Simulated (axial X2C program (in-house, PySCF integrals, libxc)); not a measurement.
Working with the constants of GaC

A bond curve at the PBE0 level, two-component, was computed with an axial X2C code built on PySCF integrals (basis Ga dyall-cv3z [9s9p7d4f1g], C dyall-v3z [7s6p2d1f] (cores contracted in-house)) for the state Ω = 3/2 (⟨Sz⟩ = 1.50, ⟨Lz⟩ = 0.00 at PBE0). Its fit gives Re = 1.9947 Å, ωe = 542.2 cm⁻¹, ωexe = 3.28 cm⁻¹ and αe = 3.842e-03 cm⁻¹; the masses are 68.9256 and 12.0000 u. Two-component means X2C with spin–orbit coupling and atomic mean-field Coulomb and Gaunt terms.

(1) Find the reduced mass, Be and the force constant.

(2) Estimate the centrifugal constant by the Kratzer relation.

(3) A Morse curve ties αe to the other constants (Pekeris). How well does that hold?

(4) The dipole moment p changes by 3.55 D/Å at Re. What harmonic infrared intensity follows?

(5) Where do the fundamental and the first overtone lie?

One determinant describes the state; a PBE0 search over occupations chose it and may have missed a lower one. Density functionals use the spin component along the axis (collinear). With several unpaired electrons one determinant need not be a pure state. This is the top spin component of a Σ state; components of lower Ω are not single determinants and can lie lower.

Results:

(1) From the PBE0 values: μ = 10.2206 u. Be = 16.8576/(μ Re²) = 0.4145 cm⁻¹. k = 5.8918×10⁻⁷ μ ωe² = 1.77 mdyn/Å.

(2) D = 4Be³/ωe² = 9.69e-07 cm⁻¹.

(3) αe(Morse) = 6Be²/ωe × (√(ωexe/Be) − 1) = 3.447e-03 cm⁻¹; the PBE0 curve gives 3.842e-03 cm⁻¹, a ratio of 0.90.

(4) I = 42.256 × (dp/dR)²/μ = 52 km/mol.

(5) ν(1←0) = ωe − 2ωexe = 535.6 cm⁻¹; ν(2←0) = 2ωe − 6ωexe = 1064.7 cm⁻¹.
